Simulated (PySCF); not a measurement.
## Which determinant of InP lies lowest?

Unrestricted PBE0; PySCF, scalar-relativistic core potentials, basis sets In def2-TZVPPD with ECP28, P def2-TZVPPD. Outer shells of the fragments: In 4d10 5s2 5p1; P 3s2 3p3.

Followed along the bond (rough minima from three points):

| 2Ms+1 | unpaired | ⟨S²⟩ at the start | R at minimum (Å) | Te (eV) |
| --- | --- | --- | --- | --- |
| 3 | π ↑↑ | 2.01 | 2.65 | 0.00 |
| 3 | σ ↑, π ↑ | 2.01 | 2.44 | 0.21 |
| 1 | π ↑↓ | 1.01 | 2.65 | 0.30 |
| 1 | σ ↓, π ↑ | 1.02 | 2.42 | 0.40 |
| 1 | none | 0.00 | none in the scan | ≤ 1.24 |

Solutions found at the starting distance of 2.455 Å, counted from the lowest of them; the search is not exhaustive and high or unbound solutions are not listed, so other states can lie among these:

```tsv
2Ms+1	unpaired	term	E (eV)	⟨S²⟩	⟨Lz²⟩	μ (D)
3	π ↑↑	³Σ⁻	0.00	2.01	0.00	-1.15
3	σ ↑, π ↑	³Π	0.08	2.01	1.02	-3.10
1	σ ↓, π ↑	mixed	0.27	1.02	1.02	-3.18
1	π ↑↓	mixed	0.30	1.01	2.03	-1.12
1	none	¹Σ⁺	1.31	0.00	0.00	-4.66
1	none	mixed	1.35	0.00	2.01	-0.91
5	σ ↑, π ↑↑↑	⁵Π	1.97	6.01	1.00	0.65
3	σ ↓, π ↑↑↑	mixed	2.58	3.03	1.00	0.78
3	π ↑↑	mixed	3.09	2.02	2.02	-1.68
3	π ↑↑	mixed	3.34	2.02	2.01	-1.73
```

A term symbol is given only where ⟨S²⟩ and ⟨Lz²⟩ are close to those of a pure state; real π, δ and φ orbitals otherwise mix terms. A positive dipole means In(−)P(+).

Task: Compare the gap between the two lowest followed solutions at the starting distance with the gap between their minima.

Result: At PBE0 the second solution (triplet, unpaired electrons σ ↑, π ↑) lies +0.08 eV from the first (triplet, unpaired electrons π ↑↑) at 2.455 Å and +0.21 eV at the minima; the two curves relax by different amounts, since their minima lie near 2.44 and 2.65 Å.

Spin–orbit coupling is left out.
